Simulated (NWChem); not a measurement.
System: C2H6FNSi; SMILES FC/N=C\[SiH3]

NWChem input:

```
start job
memory heap 200 mb stack 900 mb global 1100 mb
geometry units angstroms noautoz
  F      1.187386     0.991705     0.000132
  C      0.010262     1.723194     0.001279
  N     -1.168194     0.958234     0.000513
  C     -1.165390    -0.312904    -0.000232
  Si     0.293115    -1.559182    -0.000924
  H      0.015328     2.367819    -0.894856
  H      0.015606     2.365482     0.899100
  H     -2.170515    -0.772289    -0.000707
  H      1.129269    -1.444724     1.227873
  H     -0.353558    -2.908920    -0.000992
  H      1.128264    -1.444151    -1.230361
end
basis spherical
  F library 6-31g*
  C library 6-31g*
  N library 6-31g*
  Si library 6-31g*
  H library 6-31g*
end
dft
  xc xwpbe 1.00 cpbe96 1.0 hfexch 1.00
  cam 0.4 cam_alpha 0.0 cam_beta 1.0
  iterations 150
  mulliken
end
task dft energy
```

Output (shortened):

```
             Northwest Computational Chemistry Package (NWChem) 7.3.0
             --------------------------------------------------------

 CS  symmetry detected

                             Geometry "geometry" -> ""
                             -------------------------

 Output coordinates in angstroms (scale by  1.889725989 to convert to a.u.)

  No.       Tag          Charge          X              Y              Z
 ---- ---------------- ---------- -------------- -------------- --------------
    1 F                    9.0000     1.22074245     0.95551750     0.00000000
    2 C                    6.0000     0.06038560     1.71332357     0.00000000
    3 N                    7.0000    -1.13499406     0.97508907     0.00000000
    4 C                    6.0000    -1.16080935    -0.29579008     0.00000000
    5 Si                  14.0000     0.26926706    -1.57458935     0.00000000
    6 H                    1.0000     0.08007611     2.35650016    -0.89697854
    7 H                    1.0000     0.08007611     2.35650016     0.89697854
    8 H                    1.0000    -2.17602221    -0.73242931     0.00000000
    9 H                    1.0000     1.10729015    -1.47868812     1.22911701
   10 H                    1.0000    -0.40763029    -2.90942575     0.00000000
   11 H                    1.0000     1.10729015    -1.47868812    -1.22911701

 Effective nuclear repulsion energy (a.u.)     226.3912068983

      Symmetry information
      --------------------

 Group name             Cs
 Group number              2
 Group order               2
 No. of unique centers     9

  pbe96 is a nonlocal functional; adding pw91lda local functional.

                                 NWChem DFT Module
                                 -----------------

 Summary of "ao basis" -> "ao basis" (spherical)
 ------------------------------------------------------------------------------
       Tag                 Description            Shells   Functions and Types
 ---------------- ------------------------------  ------  ---------------------
 F                           6-31g*                  6       14   3s2p1d
 C                           6-31g*                  6       14   3s2p1d
 N                           6-31g*                  6       14   3s2p1d
 Si                          6-31g*                  8       18   4s3p1d
 H                           6-31g*                  2        2   2s

      Symmetry analysis of basis
      --------------------------

        a'         61
        a"         25

            General Information
            -------------------
          SCF calculation type: DFT
          Wavefunction type:  closed shell.
          No. of atoms     :    11
          No. of electrons :    48
           Alpha electrons :    24
            Beta electrons :    24
          Charge           :     0
          Spin multiplicity:     1
          Use of symmetry is: on ; symmetry adaption is: on
          Maximum number of iterations: 150
          AO basis - number of functions:    86
                     number of shells:    44
          Convergence on energy requested:  1.00D-06
          Convergence on density requested:  1.00D-05
          Convergence on gradient requested:  5.00D-04

              XC Information
              --------------
                     Hartree-Fock (Exact) Exchange  1.000
                     LC-wPBE(h)Exchange Functional  1.000
            Perdew 1991 LDA Correlation Functional  1.000 local
           PerdewBurkeErnz. Correlation Functional  1.000 non-local

           Range-Separation Parameters
           ---------------------------
           Alpha           :  0.00
           Beta            :  1.00
           Gamma           :  0.40
           Short-Range HF  :     F

             Grid Information
             ----------------
          Grid used for XC integration:  medium
          Radial quadrature: Mura-Knowles
          Angular quadrature: Lebedev.
          Tag              B.-S. Rad. Rad. Pts. Rad. Cut. Ang. Pts.
          ---              ---------- --------- --------- ---------
          F                   0.50       49          10.0       434
          C                   0.70       49          11.0       434
          N                   0.65       49          10.0       434
          Si                  1.10       88          10.0       590
          H                   0.35       45          12.0       434
          Grid pruning is: on
          Number of quadrature shells:   464
          Spatial weights used:  Erf1

      Superposition of Atomic Density Guess
      -------------------------------------

 Sum of atomic energies:        -520.79328132

      Non-variational initial energy
      ------------------------------

 Total energy =    -522.955968
 1-e energy   =   -1167.968786
 2-e energy   =     418.621611
 HOMO         =      -0.275620
 LUMO         =      -0.026808

      Symmetry analysis of molecular orbitals - initial
      -------------------------------------------------

  Numbering of irreducible representations:

     1 a'          2 a"

  Orbital symmetries:

     1 a'          2 a'          3 a'          4 a'          5 a'
     6 a'          7 a"          8 a'          9 a'         10 a'
    11 a'         12 a'         13 a'         14 a'         15 a'
    16 a"         17 a'         18 a'         19 a"         20 a'
    21 a"         22 a'         23 a"         24 a'         25 a"
    26 a'         27 a'         28 a"         29 a'         30 a'
    31 a'         32 a'         33 a"         34 a'

     ---------------------------------------------
      Total Density - Mulliken Population Analysis
     ---------------------------------------------

[...]
```

Level: LC-wPBE (HJS exchange hole, range parameter 0.4 per bohr)/6-31G* (spherical d). Geometry: optimised at PBE0/def2-SVP.
